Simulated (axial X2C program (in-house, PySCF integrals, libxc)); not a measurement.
# Ω levels of BrIrBr⁺ from open-shell CI on d6 s0 p(π)0

Calculated with an axial X2C code built on PySCF integrals: two-component X2C with atomic mean-field Coulomb and Gaunt terms, basis Br dyall-v3z, Ir dyall-v3z (cores contracted in-house). Orbitals come from Hartree–Fock averaged over the configuration Ir d6 s0 p(π)0; CI then distributes these electrons over the d, s, p(π) shells of Ir. The speed of light was multiplied by 2, so these are model numbers.

Br–Ir–Br held linear, both bonds 2.391 Å (near the minimum of the configuration average).

Active spinors (ω > 0):

| shell | ω | ε (eV) | character |
| --- | --- | --- | --- |
| d | 3/2 | -17.30 | 100% Ir d |
| d | 5/2 | -17.05 | 100% Ir d |
| d | 1/2 | -14.89 | 58% Ir d, 40% Br p |
| d | 3/2 | -14.77 | 59% Ir d, 38% Br p |
| d | 1/2 | -14.52 | 56% Ir d, 23% Ir s, 20% Br p |
| s | 1/2 | -3.26 | 62% Ir s, 20% Ir d, 10% Br p |
| p(π) | 1/2 | -3.13 | 86% Ir p, 4% Ir f |
| p(π) | 3/2 | -3.07 | 86% Ir p, 4% Ir f |

Lowest levels of this model:

| Ω | energy (cm⁻¹) | g∥ | configuration |
| --- | --- | --- | --- |
| 4 | 0 | 11.97 | 100% d6 |
| 3 | 406 | 8.00 | 100% d6 |
| 2 | 842 | 4.02 | 100% d6 |
| 1 | 1298 | 0.03 | 100% d6 |
| 0 | 1765 | 0.00 | 100% d6 |
| 0 | 1773 | 0.00 | 100% d6 |
| 4 | 6413 | 10.01 | 100% d6 |
| 3 | 7662 | 6.01 | 100% d6 |
| 0 | 8751 | 0.00 | 100% d6 |
| 2 | 8761 | 2.11 | 100% d6 |
| 3 | 9011 | 8.31 | 100% d6 |
| 1 | 9117 | 2.74 | 100% d6 |
| 2 | 9446 | 5.71 | 100% d6 |
| 5 | 9633 | 12.00 | 100% d6 |
| 1 | 10195 | 4.30 | 100% d6 |
| 2 | 10220 | 5.20 | 100% d6 |
| 0 | 10404 | 0.00 | 100% d6 |
| 1 | 10483 | 2.42 | 100% d6 |
| 0 | 10497 | 0.00 | 100% d6 |
| 4 | 10509 | 8.03 | 100% d6 |
| 3 | 10534 | 9.65 | 100% d6 |
| 0 | 10888 | 0.00 | 100% d6 |
| 0 | 11600 | 0.00 | 100% d6 |
| 0 | 11868 | 0.00 | 100% d6 |
| 4 | 20006 | 9.63 | 100% d6 |
| 6 | 25677 | 14.00 | 100% d6 |

g∥ is the magnitude of 2⟨Lz + ge Sz⟩ for the +Ω component.

Problem. From Ω and g∥ of the lowest level, whose 2⟨Lz + ge Sz⟩ is positive, find ⟨Sz⟩ and ⟨Lz⟩ (ge = 2.0023).

Solution. Ω = ⟨Lz⟩ + ⟨Sz⟩ = 4 and ⟨Lz⟩ + ge⟨Sz⟩ = 5.985, so ⟨Sz⟩ = 1.98 and ⟨Lz⟩ = 2.02.

Occupations of the active spinors in the lowest level by ω, shell by shell in order of energy: -5/2: 0.00; -3/2: 1.00 0.00 0.00; -1/2: 0.99 0.01 0.00 0.00; 1/2: 0.05 0.95 0.00 0.00; 3/2: 1.00 1.00 0.00; 5/2: 1.00. The leading determinant has weight 0.94 among 419.

This point took 6.6 s on 1 thread of Arm Neoverse V1, on a shared host.

There is no dynamic correlation: spin–orbit spacings and, for f shells, spacings inside one term are the most reliable numbers, splittings between terms come out too wide, and energies between configurations are not reliable, so the lowest level need not be the ground state of the molecule. For d shells the ligand-field splittings (σ, π, δ) and their order can be off by a thousand cm⁻¹ or more. At most 4 roots were kept for each Ω > 0 (twice that for Ω = 0) within 3.2 eV of the lowest, so higher up levels can be missing between those listed; levels with Ω > 0 are doubly degenerate and listed once, Ω = 0 levels singly. The open spinors mix strongly with ligand orbitals, which this small active space describes poorly. States that fill the shells left empty in the average are placed too high. The molecule was held linear; bending was not examined.
